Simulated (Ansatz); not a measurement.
This geometry of BH7SeSi (10 atoms, charge 0, multiplicity 1) is a first-order saddle point.

All numbers below come from Ansatz, UKS BHLYP/def2-SVP.

```xyz
10
Properties=species:S:1:pos:R:3
B -0.055 -0.898 -0.116
Si 0.486 0.910 -0.949
H -1.138 -1.225 -0.502
H 0.866 -1.662 -0.139
H 0.050 0.035 0.952
Se -0.371 -0.899 2.196
H 1.750 1.476 -0.413
H -0.564 1.953 -0.822
H 0.676 0.598 -2.388
H -1.699 -0.288 2.181
```

Task: Which two structures does it join? (They come from a converged band through this point; their orientation in space is the band's.)

Result: Bonds broken: B1–Si2, H5–Se6. Bonds formed: Si2–H5. BH7SeSi becomes BH3Se + H4Si.

Image 0:

```xyz
10
Properties=species:S:1:pos:R:3
B -0.094 -1.003 -0.322
Si 0.363 0.831 -1.015
H -1.139 -1.472 -0.706
H 0.813 -1.800 -0.280
H 0.577 -0.049 2.290
Se -0.536 -0.860 1.791
H 1.555 1.418 -0.330
H -0.739 1.814 -0.790
H 0.657 0.842 -2.474
H -1.457 0.279 1.835
```

Image 8:

```xyz
10
Properties=species:S:1:pos:R:3
B -0.643 -1.944 0.621
Si 0.960 1.804 -1.158
H -1.478 -1.520 -0.116
H 0.374 -2.433 0.233
H 0.729 0.827 -0.069
Se -0.870 -1.881 2.510
H 2.150 2.624 -0.838
H -0.225 2.681 -1.291
H 1.185 1.081 -2.430
H -2.183 -1.238 2.540
```

Task: How far does it lie above each of them?

Result: 17.0 kcal/mol above the first and 31.1 kcal/mol above the second. This is the barrier of this one path; another mechanism may lie lower. The orbitals stay closed-shell, which can raise the energy where a bond breaks towards radicals; this wasn't checked here.

Run time: 5 min on 4 threads of Arm Neoverse N1 (shared host), peak memory 0.32 GiB.
